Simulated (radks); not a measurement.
Results of a calculation; reference values are marked as such.
Q: All-electron atom: the europium ion Eu2+ in [Xe] 4f7. Code: a radial shooting solver on a logarithmic mesh with Libxc functionals. Model: scalar-relativistic Kohn-Sham, SCAN, spin-polarised, spherical densities, finite nucleus; open shells are filled with parallel spins first (spin-orbit coupling, left out, can overturn this in heavy ions); meta-GGA in the generalised Kohn-Sham scheme; Fermi nuclear charge, rms radius 5.1115 fm. Some entries of the table are withheld. Estimate them.

orbital  occ.  eigenvalue (hartree)  <r> (bohr)
1s up       1             -1780.431     0.02232
1s down     1             -1780.431     0.02232
2s up       1             -293.5413     0.09506
2s down     1             -293.5380     0.09506
2p up       3             -261.4336     0.08389
2p down     3             -261.4313     0.08389
3s up       1             -65.32353      0.2492
3s down     1             -65.22066      0.2490
3p up       3             -55.25814      0.2479
3p down     3             -55.15220      0.2476
3d up       5             -41.80627      0.2262
3d down     5             -41.72003      0.2258
4s up       1             -13.57342      0.5660
4s down     1             -13.32361      0.5663
4p up       3             -10.24716      0.5992
4p down     3              -9.99490      0.5998
4d up       5              -5.60712         (1)
4d down     5              -5.34704         (2)
5s up       1              -2.19160       1.368
5s down     1              -2.10507       1.408
5p up       3              -1.40078       1.606
5p down     3              -1.33559       1.644
4f up       7              -0.65840      0.9317

A: 
(1) 4d up <r> (bohr): 0.6543
(2) 4d down <r> (bohr): 0.6562
